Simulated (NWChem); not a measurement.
All runs are NWChem calculations. System: trichloroethylene (C$_{2}$HCl$_{3}$), charge 0, spin multiplicity 1, at a geometry optimised with PBE0/def2-SVP. Level: MP2/6-311G** (spherical d), 17 core orbitals frozen.

Input file:

```
start mol
memory heap 200 mb stack 900 mb global 1100 mb
geometry units angstroms nocenter noautoz
  Cl    -2.191735    -0.616846     0.000000
  C     -0.960437     0.568262     0.000000
  C      0.347655     0.278849     0.000000
  Cl     0.965768    -1.316964     0.000000
  Cl     1.518524     1.540358     0.000000
  H     -1.296781     1.606009     0.000000
  symmetry group Cs
end
basis spherical
  * library 6-311g**
end
scf
  rhf
  nopen 0
  maxiter 100
  thresh 1e-7
  semidirect memsize 60000000 filesize 0
end
mp2
  freeze core 17
end
task mp2 energy
```

Output (cleaned and shortened):

```
             Northwest Computational Chemistry Package (NWChem) 7.3.0
             --------------------------------------------------------

                                NWChem Input Module
                                -------------------

 Scaling coordinates for geometry "geometry" by  1.889725989
 (inverse scale =  0.529177249)

 Turning off AUTOSYM since
 SYMMETRY directive was detected!

                             Geometry "geometry" -> ""
                             -------------------------

 Output coordinates in angstroms (scale by  1.889725989 to convert to a.u.)

  No.       Tag          Charge          X              Y              Z
 ---- ---------------- ---------- -------------- -------------- --------------
    1 Cl                  17.0000    -2.19173500    -0.61684600     0.00000000
    2 C                    6.0000    -0.96043700     0.56826200     0.00000000
    3 C                    6.0000     0.34765500     0.27884900     0.00000000
    4 Cl                  17.0000     0.96576800    -1.31696400     0.00000000
    5 Cl                  17.0000     1.51852400     1.54035800     0.00000000
    6 H                    1.0000    -1.29678100     1.60600900     0.00000000

 Effective nuclear repulsion energy (a.u.)     318.3106783158

            Nuclear Dipole moment (a.u.)
            ----------------------------
        X                 Y               Z
 ---------------- ---------------- ----------------
    -0.0000075589    -0.0000170075     0.0000000000

      Symmetry information
      --------------------

 Group name             Cs
 Group number              2
 Group order               2
 No. of unique centers     6

      Symmetry unique atoms

     1    2    3    4    5    6


 Summary of "ao basis" -> "" (spherical)
 ------------------------------------------------------------------------------
       Tag                 Description            Shells   Functions and Types
 ---------------- ------------------------------  ------  ---------------------
 *                          6-311g**                  on all atoms

 Summary of "ao basis" -> "ao basis" (spherical)
 ------------------------------------------------------------------------------
       Tag                 Description            Shells   Functions and Types
 ---------------- ------------------------------  ------  ---------------------
 Cl                         6-311g**                12       26   6s5p1d
 C                          6-311g**                 8       18   4s3p1d
 H                          6-311g**                 4        6   3s1p

                                 NWChem SCF Module
                                 -----------------

  ao basis        = "ao basis"
  functions       =   120
  atoms           =     6
  closed shells   =    32
  open shells     =     0
  charge          =   0.00
  wavefunction    = RHF
  use symmetry    = T
  symmetry adapt  = T

 Summary of "ao basis" -> "ao basis" (spherical)
 ------------------------------------------------------------------------------
       Tag                 Description            Shells   Functions and Types
 ---------------- ------------------------------  ------  ---------------------
 Cl                         6-311g**                12       26   6s5p1d
 C                          6-311g**                 8       18   4s3p1d
 H                          6-311g**                 4        6   3s1p

      Symmetry analysis of basis
      --------------------------

        a'         88
        a"         32

 Forming initial guess at       0.1s

      Superposition of Atomic Density Guess
      -------------------------------------

 Sum of atomic energies:       -1454.26748553

      Non-variational initial energy
      ------------------------------

 Total energy =   -1456.129315
 1-e energy   =   -2640.938385
 2-e energy   =     866.498392
 HOMO         =      -0.238176
 LUMO         =       0.043431

      Symmetry analysis of molecular orbitals - initial
      -------------------------------------------------

  Numbering of irreducible representations:

     1 a'          2 a"

  Orbital symmetries:

     1 a'          2 a'          3 a'          4 a'          5 a'
     6 a'          7 a'          8 a'          9 a'         10 a'
    11 a'         12 a'         13 a"         14 a'         15 a"
    16 a'         17 a"         18 a'         19 a'         20 a'
    21 a'         22 a'         23 a'         24 a'         25 a"
    26 a'         27 a"         28 a'         29 a"         30 a'
    31 a'         32 a"         33 a'         34 a"         35 a'
    36 a'         37 a'         38 a'         39 a'         40 a"
    41 a'         42 a"

 Starting SCF solution at       1.8s

 ----------------------------------------------
         Quadratically convergent ROHF

 Convergence threshold     :          1.000E-07
 Maximum no. of iterations :          100
 Final Fock-matrix accuracy:          1.000E-09
 ----------------------------------------------

              iter       energy          gnorm     gmax       time
             ----- ------------------- --------- --------- --------
                 1    -1454.7237964558  1.00D+00  2.54D-01      2.0
                 2    -1454.7944731099  3.26D-01  6.24D-02      2.2
                 3    -1454.8063962984  3.26D-02  7.92D-03      2.5
                 4    -1454.8065466070  4.04D-04  1.37D-04      3.0
                 5    -1454.8065466419  4.83D-08  6.44D-09      3.9

       Final RHF  results
       ------------------

         Total SCF energy =  -1454.806546641936
[...]
     1 a'          2 a'          3 a'          4 a'          5 a'
     6 a'          7 a'          8 a'          9 a'         10 a'
    11 a'         12 a"         13 a'         14 a"         15 a'
    16 a'         17 a"         18 a'         19 a'         20 a'
    21 a'         22 a'         23 a'         24 a'         25 a"
    26 a'         27 a"         28 a'         29 a"         30 a'
    31 a'         32 a"         33 a"         34 a'         35 a'
    36 a'         37 a'         38 a'         39 a'         40 a"
    41 a'         42 a"

             Final eigenvalues
             -----------------

              1
    1 -104.8744
    2 -104.8728
    3 -104.8665
    4  -11.3842
    5  -11.3343
    6  -10.6008
    7  -10.5993
    8  -10.5930
    9   -8.0692
   10   -8.0677
   11   -8.0658
   12   -8.0657
   13   -8.0643
   14   -8.0642
   15   -8.0614
   16   -8.0581
   17   -8.0580
   18   -1.2468
   19   -1.1694
   20   -1.1293
   21   -0.9970
   22   -0.7791
   23   -0.6869
   24   -0.6537
   25   -0.5941
   26   -0.5734
   27   -0.5137
   28   -0.5049
   29   -0.4891
   30   -0.4845
   31   -0.4641
   32   -0.3692
   33    0.1102
   34    0.1458
   35    0.1520
   36    0.1612
   37    0.2347
   38    0.3520
   39    0.3772
   40    0.3806
   41    0.4046
   42    0.4141

                       ROHF Final Molecular Orbital Analysis
                       -------------------------------------

 Vector   30  Occ=2.000000D+00  E=-4.844916D-01  Symmetry=a'
              MO Center= -1.0D+00, -1.1D-01, -1.6D-17, r^2= 4.7D+00
   Bfn.  Coefficient  Atom+Function         Bfn.  Coefficient  Atom+Function
  ----- ------------  ---------------      ----- ------------  ---------------
    17      0.379467  1 Cl py                16     -0.291055  1 Cl px
   105      0.247454  5 Cl py                 8     -0.211401  1 Cl py
    20      0.196790  1 Cl py                78      0.165275  4 Cl px
     7      0.161906  1 Cl px                19     -0.162243  1 Cl px
   104     -0.153066  5 Cl px                14      0.152120  1 Cl py

 Vector   31  Occ=2.000000D+00  E=-4.640819D-01  Symmetry=a'
              MO Center=  1.5D-01, -2.5D-01, -1.7D-16, r^2= 5.1D+00
   Bfn.  Coefficient  Atom+Function         Bfn.  Coefficient  Atom+Function
  ----- ------------  ---------------      ----- ------------  ---------------
    78      0.339966  4 Cl px               105      0.279722  5 Cl py
    16      0.243169  1 Cl px                17     -0.239697  1 Cl py
    79      0.235064  4 Cl py                81      0.194428  4 Cl px
   104     -0.192978  5 Cl px                69     -0.187934  4 Cl px
   108      0.158948  5 Cl py                96     -0.153263  5 Cl py

 Vector   32  Occ=2.000000D+00  E=-3.691898D-01  Symmetry=a"
              MO Center= -2.7D-01,  1.6D-01, -2.2D-16, r^2= 3.6D+00
   Bfn.  Coefficient  Atom+Function         Bfn.  Coefficient  Atom+Function
  ----- ------------  ---------------      ----- ------------  ---------------
    18      0.287754  1 Cl pz                39     -0.257023  2 C  pz
   106      0.251587  5 Cl pz                57     -0.244707  3 C  pz
    35     -0.235601  2 C  pz                80      0.235970  4 Cl pz
    53     -0.229954  3 C  pz                21      0.208015  1 Cl pz
   109      0.179643  5 Cl pz                83      0.172073  4 Cl pz

 Vector   33  Occ=0.000000D+00  E= 1.101999D-01  Symmetry=a"
              MO Center= -3.0D-01,  3.6D-01,  8.5D-15, r^2= 3.1D+00
   Bfn.  Coefficient  Atom+Function         Bfn.  Coefficient  Atom+Function
  ----- ------------  ---------------      ----- ------------  ---------------
    57     -0.840427  3 C  pz                39      0.810108  2 C  pz
    53     -0.273724  3 C  pz                83      0.262101  4 Cl pz
   109      0.262425  5 Cl pz                21     -0.252989  1 Cl pz
    35      0.238636  2 C  pz                49     -0.183713  3 C  pz
    31      0.171650  2 C  pz

 Vector   34  Occ=0.000000D+00  E= 1.458475D-01  Symmetry=a'
              MO Center=  1.1D+00,  7.6D-01, -9.8D-15, r^2= 5.7D+00
   Bfn.  Coefficient  Atom+Function         Bfn.  Coefficient  Atom+Function
  ----- ------------  ---------------      ----- ------------  ---------------
    54      1.601844  3 C  s                 94     -0.863720  5 Cl s
   108      0.781223  5 Cl py                55      0.676752  3 C  px
   107      0.642232  5 Cl px                82     -0.547579  4 Cl py
    68     -0.440423  4 Cl s                 19      0.298413  1 Cl px
     6      0.278592  1 Cl s                 38      0.268373  2 C  py

 Vector   35  Occ=0.000000D+00  E= 1.520204D-01  Symmetry=a'
              MO Center= -4.1D-01, -9.5D-02, -3.5D-15, r^2= 7.1D+00
   Bfn.  Coefficient  Atom+Function         Bfn.  Coefficient  Atom+Function
  ----- ------------  ---------------      ----- ------------  ---------------
   117      1.181699  6 H  s                 38     -0.775988  2 C  py
    82     -0.762273  4 Cl py                68     -0.712478  4 Cl s
     6     -0.581211  1 Cl s                 56     -0.561199  3 C  py
    54      0.541446  3 C  s                 19     -0.467956  1 Cl px
    20     -0.356699  1 Cl py                55      0.339308  3 C  px

 center of mass
 --------------
 x =   0.02283813 y =  -0.02872322 z =   0.00000000

 moments of inertia (a.u.)
 ------------------
         586.738879996876        -275.449923268532           0.000000000000
        -275.449923268532        1054.986423631017           0.000000000000
           0.000000000000           0.000000000000        1641.725303627893

  Mulliken analysis of the total density
  --------------------------------------

    Atom       Charge   Shell Charges
 -----------   ------   -------------------------------------------------------
    1 Cl  17    17.02   0.78  1.19  0.91  1.08  0.98  1.04  7.40 -1.49  1.01  3.04  1.05  0.04
    2 C    6     6.06   1.10  0.89  0.56  0.75  1.53  0.42  0.73  0.08
    3 C    6     6.14   1.10  0.89  0.54  0.76  1.55  0.46  0.73  0.11
    4 Cl  17    16.98   0.78  1.19  0.91  1.08  0.98  1.04  7.40 -1.49  1.01  3.03  1.01  0.04
    5 Cl  17    16.99   0.78  1.19  0.91  1.08  0.98  1.04  7.40 -1.49  1.01  3.03  1.03  0.04
    6 H    1     0.80   0.26  0.49  0.03  0.03

       Multipole analysis of the density wrt the origin
       ------------------------------------------------

     L   x y z        total         open         nuclear
     -   - - -        -----         ----         -------
     0   0 0 0     -0.000000      0.000000     64.000000

     1   1 0 0     -0.181716      0.000000     -0.000008
     1   0 1 0      0.415643      0.000000     -0.000017
     1   0 0 1      0.000000      0.000000      0.000000

     2   2 0 0    -37.830488      0.000000    516.593699
     2   1 1 0     -1.272942      0.000000    129.807903
     2   1 0 1      0.000000      0.000000      0.000000
     2   0 2 0    -35.463767      0.000000    290.229205
     2   0 1 1     -0.000000      0.000000      0.000000
     2   0 0 2    -38.127849      0.000000      0.000000

                   NWChem MP2 Semi-direct Energy/Gradient Module
                   ---------------------------------------------

  Basis functions       =    120
  Molecular orbitals    =    120
  Frozen core           =     17
  Frozen virtuals       =      0
  Active alpha occupied =     15
  Active beta occupied  =     15
  Active alpha virtual  =     88
  Active beta virtual   =     88
  Use MO symmetry       = T
  Use skeleton AO sym   = T

  AO/Fock/Back tols     =   1.0D-09  1.0D-09  1.0D-09

 GA uses MA = F    GA memory limited = T

 Available:
  local mem=  1.26D+08
 global mem=  1.44D+08
 local disk=  0.00D+00
  mp2_memr nvloc                    88
  nvloc new                    88
   1 passes of  15:        3145728                      63036                  28846627.
   1 passes of  15: M    126151819           G      144150400           F     123006091.

 Semi-direct pass number   1 of   1  for RHF alpha+beta  at        3.9s
  vrange nnbf                  6422
  mp2_eaftype                   110  avail_ma_in_mb                  1099
 EAF : mp2_eaftype filesize         110   14423313.
  mp2_eaf for mointskh                    110
Node 0 wrote     67.8 Mb in      0.0 s     Agg I/O rate:  1736.1 Mb/s
 Done moints_semi at        8.5s
  mp2_eaftype                   110  avail_ma_in_mb                   989
 EAF : mp2_eaftype filesize         110   14423313.
  mp2_eaf for kh                   110
 Done maket at        8.8s
 Done multipass loop at        8.8s

          -------------------------------------------
          SCF energy               -1454.806546641936
          Correlation energy          -0.694439665167
          Singlet pairs               -0.416019449375
          Triplet pairs               -0.278420215791
          Total MP2 energy         -1455.500986307102
          -------------------------------------------

          ---------------------------------------------------
                    Spin Component Scaled (SCS) MP2
          Same spin pairs                     -0.185613477194
          Same spin scaling factor             0.333333333333
          Opposite spin pairs                 -0.508826187972
          Opposite spin scaling fact.          1.200000000000
          SCS-MP2 correlation energy          -0.672462584632
          Total SCS-MP2 energy             -1455.479009226568
          ---------------------------------------------------

 -----------------------
 Performance information
 -----------------------

 Timer overhead =  1.57D-07 seconds/call

               Nr. of calls         CPU time (s)                 Wall time (s)                GFlops
             ---------------    -------------------     ------------------------------   -------------------
Name         Min   Avg   Max    Min     Avg     Max     Min     Avg     Max   Mx/calls   Min     Max     Sum
mp2: moin     1     1     1    4.5     4.5     4.5      4.5     4.5     4.5     4.5      0.0     0.0     0.0
mp2: make     1     1     1   0.35    0.35    0.35     0.35    0.35    0.35    0.35      0.0     0.0     0.0
mp2: tota     1     1     1    4.9     4.9     4.9      4.9     4.9     4.9     4.9      0.0     0.0     0.0

 The average no. of pstat calls per process was 3.00D+00
 with a timing overhead of 4.71D-07s

 Task  times  cpu:        8.8s     wall:        8.8s

 Total times  cpu:        8.8s     wall:        8.8s
```
